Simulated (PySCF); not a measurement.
**Cl²⁺ (chlorine, charge +2) across methods**

[Ne] 3s2 3p2 4s1, high-spin 4P determinant (an excited configuration). Computed with PySCF 2.14 in dyall-av3z, with scalar relativity by spin-free X2C-1e.

```json
{"method": "r2SCAN", "E (hartree)": "-459.3897", "mean ε 3s β (eV)": "-48.862", "mean ε 3p α (eV)": "-38.800", "mean ε 4s α (eV)": "-15.431", "Σ⟨r²⟩ (bohr²)": "26.08", "⟨S²⟩": "3.755"}
{"method": "PBE0", "E (hartree)": "-459.2899", "mean ε 3s β (eV)": "-50.220", "mean ε 3p α (eV)": "-39.997", "mean ε 4s α (eV)": "-16.054", "Σ⟨r²⟩ (bohr²)": "25.87", "⟨S²⟩": "3.753"}
{"method": "LDA", "E (hartree)": "-457.9255", "mean ε 3s β (eV)": "-48.807", "mean ε 3p α (eV)": "-38.013", "mean ε 4s α (eV)": "-15.593", "Σ⟨r²⟩ (bohr²)": "25.64", "⟨S²⟩": "3.751"}
{"method": "revPBE", "E (hartree)": "-459.3729", "mean ε 3s β (eV)": "-48.507", "mean ε 3p α (eV)": "-38.109", "mean ε 4s α (eV)": "-15.415", "Σ⟨r²⟩ (bohr²)": "25.75", "⟨S²⟩": "3.753"}
{"method": "PBE", "E (hartree)": "-459.2633", "mean ε 3s β (eV)": "-48.590", "mean ε 3p α (eV)": "-38.111", "mean ε 4s α (eV)": "-15.454", "Σ⟨r²⟩ (bohr²)": "25.74", "⟨S²⟩": "3.752"}
{"method": "UHF", "E (hartree)": "-458.84956", "mean ε 3s β (eV)": "-53.474", "mean ε 3p α (eV)": "-44.798", "mean ε 4s α (eV)": "-17.448", "Σ⟨r²⟩ (bohr²)": "26.37", "⟨S²⟩": "3.758"}
{"method": "TPSSh", "E (hartree)": "-459.4453", "mean ε 3s β (eV)": "-49.273", "mean ε 3p α (eV)": "-39.126", "mean ε 4s α (eV)": "-15.590", "Σ⟨r²⟩ (bohr²)": "25.88", "⟨S²⟩": "3.753"}
{"method": "wB97M-V", "E (hartree)": "-459.4188", "mean ε 3s β (eV)": "-52.963", "mean ε 3p α (eV)": "-42.031", "mean ε 4s α (eV)": "-17.745", "Σ⟨r²⟩ (bohr²)": "25.96", "⟨S²⟩": "3.752"}
```

Problem. Estimate the same row for M06-L.

Solution. E (hartree) = -459.3928; mean ε 3s β (eV) = -48.820; mean ε 3p α (eV) = -38.504; mean ε 4s α (eV) = -15.221; Σ⟨r²⟩ (bohr²) = 26.04; ⟨S²⟩ = 3.754.

The outer electron is Rydberg-like, and this basis confines it to a smaller radius and binds it less than a complete one would.
